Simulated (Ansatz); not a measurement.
Two isomers of C2H9BOSi: A = `BC(O)[SiH2]C`, B = `CBC[SiH2]O`.

Gas-phase electronic energies from Ansatz, PBE0-D4/def2-TZVP geometries. CCSD(T)/CBS adds triple-zeta CCSD(T) − MP2 to the extrapolated MP2 energy (def2 sets, frozen cores). DFT in def2-TZVPP. B3LYP here is the variant with VWN-RPA as its local correlation; programs differ in this. Each species was taken in one conformer, which may not be the lowest.

(1) Which is lower in electronic energy at CCSD(T)/CBS, and by how much? (An estimate is asked.)

(2) Give E(B) − E(A) in kcal/mol with CCSD/def2-TZVPP, PBE0-D4, MP2/def2-TZVPP, B3LYP, ωB97M-V, PBE-D4, B2PLYP. (An estimate is asked.)

Largest T1 diagnostic: 0.012.

## Answers

(1) Ansatz gave: B, by 51.4 kcal/mol.

(2) Ansatz gave: CCSD/def2-TZVPP -51.7, PBE0-D4 -48.6, MP2/def2-TZVPP -52.9, B3LYP -50.4, ωB97M-V -50.0, PBE-D4 -46.1, B2PLYP -51.4. None reverses the order clearly.

From PBE to PBE0 (25 % exact exchange), in def2-TZVPP and without D4, E(B) − E(A) moves by −2.5 kcal/mol. The D4 term adds +0.9 kcal/mol with B3LYP and +0.5 kcal/mol with PBE0; it sums over pairs of atoms, weighted by their polarisabilities, and B3LYP, whose exchange is more repulsive, gets the larger term.
